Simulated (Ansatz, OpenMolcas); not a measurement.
CH5BFN (SMILES CB(N)F): methods side by side

The species is CH5BFN (9 atoms), meant as a singlet with charge 0. As SMILES, `CB(N)F`. The shape is that of a PBE0-D4/def2-TZVP optimisation.

Each level gives the vertical energy of the triplet above the singlet (eV). The values are calculated.

| level | kind | program | value (eV) | less CCSD(T)/cc-pVDZ | CPU time (all runs) |
| --- | --- | --- | --- | --- | --- |
| BLYP/cc-pVDZ | GGA | OpenMolcas | 7.15 | -0.56 | 3.4 min |
| BHLYP/cc-pVDZ | global hybrid | Ansatz | 7.47 | -0.24 | 38 s |
| PBE0/cc-pVDZ | global hybrid | Ansatz | 7.36 | -0.35 | 61 s |
| CAM-B3LYP/cc-pVDZ | range-separated hybrid | Ansatz | 7.54 | -0.17 | 42 s |
| HSE06/cc-pVDZ | range-separated hybrid | Ansatz | 7.35 | -0.36 | 44 s |
| wB97X/cc-pVDZ | range-separated hybrid | Ansatz | 7.71 | 0.00 | 1.8 min |
| RPA@PBE0/cc-pVDZ | RPA | Ansatz | 7.63 | -0.08 | 85 s |
| CCSD(T)/cc-pVDZ, open shells restricted | coupled cluster or CI | OpenMolcas | 7.71 | 0.00 | 2.7 min |

CCSD(T)/cc-pVDZ, open shells restricted is the highest level here, not the true value. The values span 7.15 to 7.71 eV. A triplet this far above the singlet is often a Rydberg-like or dissociative state; sets without diffuse functions put Rydberg states too high. CPU times are rough (shared hosts, several kinds of processor): they show what a rung costs within a factor of a few.
